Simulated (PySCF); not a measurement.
**Dipole response of S²⁺ (sulfur, charge +2)**

[Ne] 3s2 3p2, high-spin 3P determinant. Calculation: PySCF 2.14, in aug-cc-pV(5+d)Z (8s7p6d4f3g2h, 136 functions); the non-relativistic Hamiltonian (point nucleus). Coupled (time-dependent) response in atomic units; α is the mean over directions.

```
 method  mean α (bohr³)         α xx, yy, zz  C₆ (like pair)  S(−4)
r2SCAN0           7.366  7.593, 7.253, 7.253           27.27  18.50
```

S(−4) is the Cauchy moment in α(ω) = α(0) + S(−4) ω² + …

α(iu) at r2SCAN0:

| u (hartree) | α(iu) (bohr³) |
| --- | --- |
| 0 | 7.366 |
| 0.0500 | 7.321 |
| 0.100 | 7.187 |
| 0.200 | 6.708 |
| 0.300 | 6.053 |
| 0.500 | 4.653 |
| 0.750 | 3.247 |
| 1.00 | 2.309 |
| 1.50 | 1.303 |
| 2.00 | 0.8356 |
| 3.00 | 0.4413 |
| 5.00 | 0.2021 |

A single London oscillator, α(iu) = α/(1 + u²/ω²), gives C₆ = (3/4) ω α². Matching the computed C₆ needs ω = 4 × 27.27 / (3 × 7.366²) = 0.670 hartree.

For an ion, C₆ is the dispersion term alone; charge-induced terms of lower order in 1/R come first.

The components differ because the open shell of this determinant is not spherical; for a pure term their mean is the scalar polarisability.
